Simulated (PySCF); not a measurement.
AsMe2(NMe2), C4H12AsN.
InChI=1S/C4H12AsN/c1-5(2)6(3)4/h1-4H3

Level of theory: TDDFT CAM-B3LYP/def2-SVPD, vertical, gas phase, core orbitals frozen in the response (PySCF). One conformer (not necessarily the lowest) at the PBE0-D3(BJ)/def2-SVP geometry, without solvent, vibrations or thermal averaging. Relativistic effects, spin–orbit coupling among them, are left out although an element past zinc is present.

Question: What does the calculation give for the low-lying excited states?

Answer: 

```json
{"state": "S1", "E (eV)": "5.30", "E (kJ/mol)": "512", "λ (nm)": "233.7", "f": "0.122", "symmetry": "A′", "main configurations (H = HOMO, L = LUMO)": "H→L+2 (54%), H→L (29%), H→L+3 (13%)"}
{"state": "S2", "E (eV)": "5.64", "E (kJ/mol)": "544", "λ (nm)": "220.0", "f": "0.065", "symmetry": "A″", "main configurations (H = HOMO, L = LUMO)": "H→L+1 (90%)"}
{"state": "S3", "E (eV)": "5.77", "E (kJ/mol)": "557", "λ (nm)": "214.9", "f": "0.020", "symmetry": "A′", "main configurations (H = HOMO, L = LUMO)": "H→L (55%), H→L+2 (38%)"}
{"state": "S4", "E (eV)": "6.43", "E (kJ/mol)": "621", "λ (nm)": "192.7", "f": "0.073", "symmetry": "A′", "main configurations (H = HOMO, L = LUMO)": "H→L+3 (77%), H→L (12%)"}
{"state": "S5", "E (eV)": "6.75", "E (kJ/mol)": "651", "λ (nm)": "183.7", "f": "0.110", "symmetry": "A′", "main configurations (H = HOMO, L = LUMO)": "H→L+4 (89%)"}
{"state": "S6", "E (eV)": "6.92", "E (kJ/mol)": "667", "λ (nm)": "179.3", "f": "0.0017", "symmetry": "–", "main configurations (H = HOMO, L = LUMO)": "H→L+5 (79%), H→L+7 (13%)"}
{"state": "S7", "E (eV)": "7.02", "E (kJ/mol)": "677", "λ (nm)": "176.6", "f": "0.016", "symmetry": "A′", "main configurations (H = HOMO, L = LUMO)": "H-1→L+2 (46%), H-1→L (31%), H-1→L+3 (14%)"}
{"state": "S8", "E (eV)": "7.19", "E (kJ/mol)": "693", "λ (nm)": "172.5", "f": "0.048", "symmetry": "A′", "main configurations (H = HOMO, L = LUMO)": "H→L+6 (84%)"}
{"state": "S9", "E (eV)": "7.40", "E (kJ/mol)": "714", "λ (nm)": "167.5", "f": "0.034", "symmetry": "A″", "main configurations (H = HOMO, L = LUMO)": "H→L+7 (50%), H-1→L+1 (34%)"}
{"state": "S10", "E (eV)": "7.63", "E (kJ/mol)": "736", "λ (nm)": "162.5", "f": "0.0073", "symmetry": "A′", "main configurations (H = HOMO, L = LUMO)": "H→L+8 (82%)"}
```

Triplets (Tamm–Dancoff): T1 4.37 eV, H→L+2 (39%), H→L (32%), H→L+3 (22%); T2 5.02 eV, H→L+1 (71%), H→L+7 (13%); T3 5.61 eV, H→L+2 (49%), H→L (40%); T4 6.21 eV, H→L+3 (42%), H-1→L (12%), H→L+4 (11%).

The lowest singlet lies at 5.30 eV (234 nm, ultraviolet) and is of moderate strength; its leading configuration is HOMO→LUMO+2 (54%). The lowest level is also the most intense of those listed (f = 0.122). Löwdin shares by element: HOMO nitrogen 41%, arsenic 29%, carbon 10% or more (atoms not listed hold the other 20%); LUMO carbon 29% or more, arsenic 18%, hydrogen 7% or more (atoms not listed hold the other 46%). Of the 10 states listed, 8 reach f = 0.01 and none stays under 0.0005. Weighted by f, the mean energy of these states is 6.27 eV. The listed states span 2.32 eV, and the widest gap between neighbours is 0.66 eV (S3 to S4). No computed singlet lies in the visible range (380 to 750 nm); the lowest, at 234 nm, stands 2.04 eV above its violet end (3.26 eV). Symmetry labels in Cs follow from the direction of the transition dipole and are given only for states with f of 0.002 or more. Only the lowest 10 singlets were computed, as vertical energies without vibronic structure.

The run took 2.0 min (grids of density and orbitals included) on one thread of an Intel Xeon at 2.70 GHz, no GPU, shared host with 64 logical CPUs at a one-minute load of 59, and the process peaked at 1.2 GiB of memory.
